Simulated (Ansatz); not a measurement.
Consider the formal hydrolysis of a Ge–Si bond: `[OH][GeH]([F])[SiH2]Cl` + H₂O → `[OH][GeH]([OH])[F]` + `[SiH3]Cl`.

Gas-phase electronic energies from Ansatz, PBE0-D4/def2-TZVP geometries. CCSD(T)/CBS is the MP2 limit (def2-TZVPP, def2-QZVPP) plus CCSD(T) − MP2 in def2-TZVPP, frozen cores. This one scheme is used for every species. Functionals use def2-TZVPP. For Ge outer-core shells are correlated without core-valence functions, which leaves a few kJ/mol of doubt a bond. Scalar relativity is left out up to krypton. Each species was taken in one conformer, which may not be the lowest.

```tsv
species	ωB97M-V energy (Eh)
`[OH][GeH]([F])[SiH2]Cl`	-3004.18110
H₂O	-76.43342
`[OH][GeH]([OH])[F]`	-2329.12894
`[SiH3]Cl`	-751.50251
```

(1) Work out ΔE.

Largest T1 diagnostic among the species: 0.012.

Results:

(1) ΔE = (-2329.12894) + (-751.50251) − (-3004.18110) − (-76.43342) = -0.01693 Eh = -44.4 kJ/mol. CCSD(T)/CBS gives -40.3 kJ/mol.

From PBE to PBE0 (25 % exact exchange), in def2-TZVPP and without D4, ΔE moves by −6.4 kJ/mol. The D4 term adds +8.2 kJ/mol with B3LYP and +4.8 kJ/mol with PBE0; it sums over pairs of atoms, weighted by their polarisabilities, and B3LYP, whose exchange is more repulsive, gets the larger term. In def2-TZVPP, CCSD(T) changes the Hartree–Fock value by +23.0 kJ/mol (the triples alone add +2.7 kJ/mol) and MP2 by +19.6 kJ/mol.

B3LYP here is the variant with VWN-RPA as its local correlation; programs differ in this.
